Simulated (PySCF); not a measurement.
A mixed set of molecules. Computed with TDDFT PBE0/def2-SVPD, vertical, gas phase, core orbitals frozen in the response (PySCF 2.14.0, density-fitted response routines). Geometries: GFN2-xTB; one conformer of each isolated species. Triplets are in the Tamm–Dancoff approximation.

Question: Rank by computed lowest singlet excitation energy, highest first.
A. `C=C[C@@H](Cl)[C@H](F)C(=O)O`
B. `C=CC[C@@H]1O[C@@]1(F)CCl`
C. `C(=O)[C@@](F)(C)[C@@H](C=C)Cl`
D. `C#C[C@@H]1C=NC[C@H]1F`
E. `O=C1COC[C@@]1(F)CCl`
F. `C=C1C[C@@]1(C#N)CF`
G. `O=C(O)/C(=C/Cl)CCF`
H. `O=S1(=O)OCCO1`

Answer: H (7.71 eV), B (7.01 eV), F (6.44 eV), A (5.57 eV), D (5.28 eV), G (4.87 eV), C (4.16 eV), E (3.88 eV).

```
                     SMILES  S1 (eV)  f (S1)  T1 (eV)  gap (eV)  LUMO (eV)    S1 mainly
              O=S1(=O)OCCO1     7.71   0.002     7.35      9.13       0.03    H→L (93%)
   C=CC[C@@H]1O[C@@]1(F)CCl     7.01   0.003     4.46      7.80      -0.01  H→L+1 (79%)
         C=C1C[C@@]1(C#N)CF     6.44   0.005     4.42      7.66      -0.86  H-1→L (82%)
C=C[C@@H](Cl)[C@H](F)C(=O)O     5.57   0.004     4.25      7.09      -1.00  H-1→L (58%)
      C#C[C@@H]1C=NC[C@H]1F     5.28   0.003     4.43      7.08      -0.50    H→L (92%)
         O=C(O)/C(=C/Cl)CCF     4.87   0.000     3.40      5.95      -1.80  H-1→L (97%)
C=C[C@@H](Cl)[C@@](C)(F)C=O     4.16   0.000     3.54      6.34      -1.63    H→L (80%)
        O=C1COC[C@@]1(F)CCl     3.88   0.001     3.33      5.90      -1.79    H→L (88%)
```

H and L stand for HOMO and LUMO.
